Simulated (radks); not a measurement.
Initial-state core-level shifts of the technetium ion Tc3+ when its valence configuration changes from [Kr] 4d4. Calculated with a radial shooting solver on a logarithmic mesh with Libxc functionals: scalar-relativistic Kohn-Sham, PBEsol, spin-unpolarised, spherical densities, finite nucleus; Fermi nuclear charge, rms radius 4.4112 fm. Shifts are changes of the shell-averaged eigenvalues in eV (positive: less bound); the change of the density at the nucleus, which sets a Mossbauer isomer shift, is in e/bohr^3, on a base of 1.021e+05.

valence,1s,2s,3s,3p,density at nucleus
4d3 5s1,-5.258,-5.635,-5.406,-5.406,+31.11
4d3.5 5s0.5,-2.588,-2.771,-2.664,-2.664,+15.05
4d2 5s2,-10.828,-11.625,-11.107,-11.107,+66.45
4d1.5 5s0.5 5p2,-15.911,-16.949,-16.283,-16.280,+26.99
4d0.5 5s0.5 5p3,-22.947,-24.499,-23.443,-23.437,+34.29
4d3.5 5p0.5,-3.157,-3.337,-3.239,-3.238,+2.00
4d3 5p1,-6.386,-6.760,-6.548,-6.546,+4.21
4d2.5 5s1 5p0.5,-8.566,-9.148,-8.790,-8.789,+34.44
4d2 5p2,-13.032,-13.836,-13.344,-13.341,+9.21
